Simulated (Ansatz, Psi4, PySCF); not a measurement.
C₄H₁₀O₂, triplet, at the geometry of the source list (a higher spin typed on purpose: for a closed-shell molecule this is an excited state) (in this run its highest filled SCF level lies above zero, so its values depend strongly on the basis, on diffuse functions most of all). Base run: CAMB3LYP/STO-3G (PySCF).

Input for PySCF:
```python
from pyscf import gto, scf, dft

mol = gto.M(
    atom='''
C     2.540900    0.444400   -0.008200
O     1.371000   -0.189800    0.435800
C     0.227600    0.170200   -0.311200
C    -0.973100   -0.566900    0.290400
C    -2.257100   -0.243000   -0.461300
O    -1.141400   -0.195200    1.639500
H     2.455200    1.535400    0.069300
H     3.346600    0.094800    0.633800
H     2.762000    0.183600   -1.050400
H     0.064200    1.257100   -0.250400
H     0.356900   -0.106400   -1.367600
H    -0.767400   -1.649000    0.231400
H    -2.455400    0.823400   -0.403200
H    -2.171600   -0.539500   -1.502400
H    -3.085100   -0.773700   -0.002300
H    -0.273400   -0.245600    2.056700
''',
    basis='sto-3g',
    charge=0,
    spin=2,
    verbose=3,
)

mf = dft.UKS(mol)
mf.xc = 'camb3lyp'
mf.kernel()
```

The same geometry, method and basis name were run in Ansatz (a program for electronic structure) and Psi4 and PySCF, at each program's defaults and at the settings that a row names. The base is PySCF at its defaults. Differences at the defaults can come from grids, fitting, cores and function types together.

| code and settings | ΔE vs base (µEh) | basis functions | E (Eh) | SCF cycles | dipole (D) |
|---|---|---|---|---|---|
| PySCF, defaults (exact integrals, its default grid, spherical functions) | 0.0 | 40 | -304.35911 | 17 | 2.25 |
| Psi4, defaults (density fitting with its default set, its default grid, spherical functions) | -1822 | 40 | -304.36093 | 14 | 2.25 |
| Ansatz, defaults (factorised integrals, its default grid, spherical functions) | 6.6 | 40 | -304.35910 | - | - |
| PySCF, density fitting with def2-universal-jkfit | -1817 | 40 | -304.36093 | 17 | 2.25 |
| PySCF, fine grid | 1.6 | 40 | -304.35911 | 17 | 2.25 |
| Psi4, exact integrals, spherical functions, fine grid | 1.3 | 40 | -304.35911 | 20 | 2.25 |
| Ansatz, high accuracy | 1.1 | 40 | -304.35911 | - | - |

Open shells are given as the SCF converged; they aren't shown to be the lowest states, and a large step between rows can be another state.
